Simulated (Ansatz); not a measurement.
`C[SiH](Cl)Br` → `[CH2]` (triplet) + `Cl[SiH2]Br` at 700 K and 1 bar (formal loss of a carbene).

Calculated with Ansatz (gas phase, PBE0-D4/def2-TZVP geometries, no zero-point term in ΔE). CCSD(T)/CBS adds triple-zeta CCSD(T) − MP2 to the extrapolated MP2 energy (def2 sets, frozen cores). This one scheme is used for every species. Triplets are unrestricted, without spin–orbit coupling. For Br outer-core shells are correlated without core-valence functions, which leaves a few kJ/mol of doubt a bond. Scalar relativity is left out up to krypton.

| species | CCSD(T)/CBS energy (Eh) | H − E (kJ/mol) | S (J/(mol·K)) |
| --- | --- | --- | --- |
| `C[SiH](Cl)Br` | -3362.75163 | 192.4 | 436.6 |
| `[CH2]` (triplet) | -39.09499 | 70.4 | 226.8 |
| `Cl[SiH2]Br` | -3323.46904 | 97.6 | 369.7 |

H − E and S are ideal-gas, rigid-rotor, harmonic terms from PBE0-D4/def2-TZVP, for one conformer and one mirror image of each species, with the whole ground term of open shells counted as degenerate. 1 Eh = 2625.50 kJ/mol, R = 8.31446 J/(mol·K).

**Question.** By hand: ΔE, ΔH, ΔS and ΔG.

**Answer.** ΔE = (-39.09499) + (-3323.46904) − (-3362.75163) = 0.18760 Eh = 492.5 kJ/mol. Δ(H − E) = 70.4 + 97.6 − 192.4 = -24.4, so ΔH = 468.1 kJ/mol. ΔS = 226.8 + 369.7 − 436.6 = 159.9 J/(mol·K). ΔG = 468.1 − 700 × (159.9)/1000 = 356.2 kJ/mol.

**Question.** By hand: the equilibrium constant, and the temperature at which ΔG would vanish if ΔH and ΔS stayed fixed.

**Answer.** log₁₀ K = −ΔG/(RT ln 10) = -26.6. ΔG = 0 at ΔH/ΔS = 2927 K, far beyond where these terms or the molecules hold.

The number of gas molecules changes by +1, which sets the sign of ΔS. A doubt of 5 kJ/mol in ΔE shifts log₁₀ K by 0.4 here. Other conformers and mirror images would add mixing entropy, several J/(mol·K) or more a flexible species. A triplet takes part, so the spin changes. These are equilibria of isolated gas molecules and say nothing of rates. Largest T1 diagnostic: 0.011 (customary marks: 0.02 for closed shells, 0.045 for open ones).
